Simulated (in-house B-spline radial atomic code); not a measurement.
Values are calculated unless marked as measured or tabulated.
Softness against transferability: the 4d channel of Cd

Cd, [Kr] 4d10 5s2, non-relativistic PBE, spherical and spin-unpolarised, from a B-spline radial code for spherical atoms (atomic units). The all-electron 4d level is ε = -0.464496 hartree, its outermost node lies just inside 0.42 bohr and its outer maximum at 0.97 bohr.

Troullier-Martins pseudo-orbitals are made for several radii. The cutoffs (hartree) are the plane-wave energies beyond which the orbital holds less than the named kinetic energy per electron. The phase error is the difference, pseudo minus all-electron, of arctan(R P'/P) at R = 1.66 bohr for all radii, half a hartree below and above the level.

```csv
r_c (bohr),V_l(0) (hartree),cutoff for 10 mEh,for 1 mEh,for 0.1 mEh,phase error at ε − 0.5 (mrad),at ε + 0.5 (mrad)
0.73,-87.04,149,200,422,-1.9,-0.9
0.85,-32.94,74.4,101,167,-1.1,-0.5
0.97,-18.33,33.9,53.7,77.4,-0.8,-0.4
1.1,-15.15,30.7,39.8,48.4,-0.5,-0.2
1.22,-14.54,29.8,38.4,46.1,-0.4,-0.2
1.36,-14.10,29.2,37,44.6,-0.1,-0.1
```

(1) Which radius needs the lowest cutoff for 0.1 mEh while both phase errors stay within 0.9 mrad?

(2) What does the larger radius buy, and what does it cost?

Answers

(1) The radii within that limit are 0.97, 1.1, 1.22, 1.36 bohr; of these r_c = 1.36 needs the least, 44.6 hartree, that is 89.2 Ry or 1214 eV.

(2) From r_c = 0.73 to 1.36 bohr the cutoff for 1 mEh goes from 200 to 37 hartree, a factor of 5.41, against 3.47 for a pure 1/r_c² scaling, end to end; step by step it is 200, 101, 53.7, 39.8, 38.4, 37, and for 0.1 mEh 422, 167, 77.4, 48.4, 46.1, 44.6; the number of plane waves goes as the cutoff to the power 3/2, here a factor of 12.6. The larger of the two phase errors is least at r_c = 1.36 bohr, 0.1 mrad; it is 1.9 at the smallest radius and 0.1 at the largest, so in this scan the atom's own scattering shows no cost of a large radius. These errors test the reference atom alone. The smallest radius lies well inside the outer maximum, where the nodeless form must bend sharply to keep the norm, so it is both harder and scatters less well than the next. Large radii also let the cores of neighbours overlap, which an atom doesn't show.
